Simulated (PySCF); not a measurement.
**Electron correlation in Hg (mercury, neutral)**

[Xe] 4f14 5d9 6s2 7s1, high-spin 3D determinant (an excited configuration). Calculation: PySCF 2.14, in aug-cc-pwCVDZ-PP with ECP60MDF (6s6p5d3f, 70 functions); a scalar-relativistic core potential. Frozen: 5s2 5p6; 12 electrons correlated.

| level | correlation energy (mhartree) |
| --- | --- |
| CCSD | -334.31 |
| (T) | -35.35 |
| CCSD(T) | -369.66 |

Diagnostics: T1 = 0.011, D1 = 0.0415, largest double amplitude 0.535.

Spin-orbit coupling, absent here, splits the open shell strongly. The outer electron is Rydberg-like, and this basis confines it to a smaller radius and binds it less than a complete one would. A double-excitation amplitude exceeds 0.15, a sign of near-degeneracy.

Cost of the coupled-cluster step: of the order of 27 core-seconds, for 12 correlated electrons.
